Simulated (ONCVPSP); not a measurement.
An all-electron radial function and its pseudo partner (Cl)

Columns: radius, all-electron u(r) and pseudo u(r) of the 2s shell (level -258.29 eV) of chlorine in the configuration [He] 2s2 2p6 3s2 3p4.5; PBEsol, scalar-relativistic, ONCV scheme, ONCVPSP 4.0.1.

```json
{"r (bohr)": "0.040", "all-electron": "-0.7288", "pseudo": "0.1846"}
{"r (bohr)": "0.080", "all-electron": "-0.5397", "pseudo": "0.3803"}
{"r (bohr)": "0.120", "all-electron": "-0.0523", "pseudo": "0.5919"}
{"r (bohr)": "0.160", "all-electron": "0.4626", "pseudo": "0.8145"}
{"r (bohr)": "0.200", "all-electron": "0.8963", "pseudo": "1.0339"}
{"r (bohr)": "0.240", "all-electron": "1.2158", "pseudo": "1.2311"}
{"r (bohr)": "0.280", "all-electron": "1.4212", "pseudo": "1.3867"}
{"r (bohr)": "0.320", "all-electron": "1.5316", "pseudo": "1.4890"}
{"r (bohr)": "0.360", "all-electron": "1.5663", "pseudo": "1.5340"}
{"r (bohr)": "0.400", "all-electron": "1.5441", "pseudo": "1.5252"}
{"r (bohr)": "0.440", "all-electron": "1.4829", "pseudo": "1.4742"}
{"r (bohr)": "0.480", "all-electron": "1.3953", "pseudo": "1.3921"}
{"r (bohr)": "0.520", "all-electron": "1.2927", "pseudo": "1.2917"}
{"r (bohr)": "0.560", "all-electron": "1.1824", "pseudo": "1.1820"}
{"r (bohr)": "0.600", "all-electron": "1.0705", "pseudo": "1.0702"}
{"r (bohr)": "0.640", "all-electron": "0.9610", "pseudo": "0.9607"}
{"r (bohr)": "0.680", "all-electron": "0.8564", "pseudo": "0.8562"}
{"r (bohr)": "0.720", "all-electron": "0.7587", "pseudo": "0.7585"}
{"r (bohr)": "0.760", "all-electron": "0.6688", "pseudo": "0.6686"}
{"r (bohr)": "0.800", "all-electron": "0.5869", "pseudo": "0.5867"}
{"r (bohr)": "0.840", "all-electron": "0.5133", "pseudo": "0.5131"}
{"r (bohr)": "0.880", "all-electron": "0.4473", "pseudo": "0.4472"}
{"r (bohr)": "0.920", "all-electron": "0.3888", "pseudo": "0.3887"}
{"r (bohr)": "0.960", "all-electron": "0.3371", "pseudo": "0.3370"}
{"r (bohr)": "1.000", "all-electron": "0.2916", "pseudo": "0.2915"}
{"r (bohr)": "1.040", "all-electron": "0.2517", "pseudo": "0.2517"}
```

**Question.** How many radial nodes do the two functions have?

**Answer.** The all-electron 2s function has n − l − 1 = 1; the pseudo-wave has 0, since the states of the same l below it are removed with the core.

**Question.** At about which radius was the pseudo-wave matched?

**Answer.** 0.60 bohr, where the columns begin to agree (steps of 0.04 bohr).

**Question.** Where does each function peak?

**Answer.** Outermost all-electron maximum near 0.36 bohr, pseudo maximum near 0.36 bohr (to the table’s step).

**Question.** Is the pseudo-wave norm-conserving?

**Answer.** Yes: the ONCV scheme keeps the norm inside the radius equal to the all-electron one, which fixes the energy derivative of the logarithmic derivative at the level.
